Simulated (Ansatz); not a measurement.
## Changing the shape of CuCl, singlet

Calculated in Ansatz's Gaussian-basis code. Basis def2-SVP, nonrelativistic, 14 orbitals frozen in the corrections; active space CAS(16,9). Restricted Hartree–Fock, then the lowest state-specific CASSCF solution met for each case. A CASSCF solution shown is a saddle point in the orbitals. The basis is small, far from the limit. Single-reference values can break down or jump between states where bonds are stretched. Unlike active orbitals can shift such differences by tenths of an eV, at times by over 1 eV.

Case A: bond length 6.1530 Å. A bond is stretched, to 2.63 times the sum of the covalent radii.

Case B: bond length 3.0765 Å. A bond is stretched, to 1.31 times the sum of the covalent radii.

Case C: bond length 4.1020 Å. A bond is stretched, to 1.75 times the sum of the covalent radii.

Energy less that of case A, in eV:

```json
{"case": "B", "RHF/ROHF": "-3.159", "CASSCF": "-1.389"}
{"case": "C", "RHF/ROHF": "-1.427", "CASSCF": "-0.168"}
```

Problem. What does SC-NEVPT2 give for these differences?

Solution. B: -1.437 eV (-33.1 kcal/mol); C: -0.173 eV (-4.0 kcal/mol).

Problem. Which case is lowest, and do the methods agree?

Solution. B is lowest in SC-NEVPT2. Of the methods shown, RHF/ROHF, CASSCF agree.
